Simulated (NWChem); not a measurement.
# Correlation energy of HB

```xyz
2

B      0.0000     0.0000     0.2087
H      0.0000     0.0000    -1.0435
```
Charge 0, spin multiplicity 1.

Everything below was run with NWChem. The geometry was optimised at PBE0/def2-SVP, a minimum by its harmonic frequencies.

Basis set: 6-31G*. Each correlation energy counts from its own Hartree-Fock reference.

The correlated methods keep 1 core orbital frozen. The Pople sets run with spherical d functions. The structure started from a generated list of species. Coupled-cluster values serve here as a point of comparison, not as the truth.

Question: One of these methods gave a correlation energy of -53.2 mHa. Which?
A) CR-CCSD[T]
B) MP2
C) SCS-MP2

Answer: B, MP2. The others give -61.1 (SCS-MP2), -79.7 (CR-CCSD[T]).
